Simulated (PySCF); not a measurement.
## Effect of structural changes

Theory: TDA CAM-B3LYP/aug-cc-pVDZ excited states, vertical, gas phase (PySCF 2.14.0). Geometry: PBE0-D3(BJ)/def2-SVP.

Each molecule in one low-energy conformer.

Scalar relativity is left out, which matters for the atoms heavier than Zn.

Problem. How does the vertical S1–T1 gap change along this series?
- c1cc2ccnccc-2c1 (CH replaced by N)
- Brc1ccc2cccccc1-2 (H replaced by Br)
- c1ccc2cccc-2nc1 (CH replaced by N)
- c1cncc2cccc-2c1 (CH replaced by N)

Solution. 
```tsv
molecule	S1 (eV)	S1 from	f(S1)	T1 (eV)	T1 from	S1 − T1 (eV)	S0–T1 spin-orbit coupling (cm⁻¹)	S1–T1 spin-orbit coupling (cm⁻¹)
c1cc2ccnccc-2c1	2.39	HOMO→LUMO	0.021	1.76	HOMO→LUMO	0.62	0.08	0.00
Brc1ccc2cccccc1-2	2.40	HOMO→LUMO	0.013	1.92	HOMO→LUMO	0.48	0.21	0.02
c1ccc2cccc-2nc1	2.35	HOMO→LUMO	0.013	1.79	HOMO→LUMO	0.56	0.05	0.00
c1cncc2cccc-2c1	2.69	HOMO→LUMO	0.009	2.22	HOMO→LUMO	0.48	0.08	0.00
```
The vertical S1–T1 gap is lowest for c1cncc2cccc-2c1 and highest for c1cc2ccnccc-2c1.
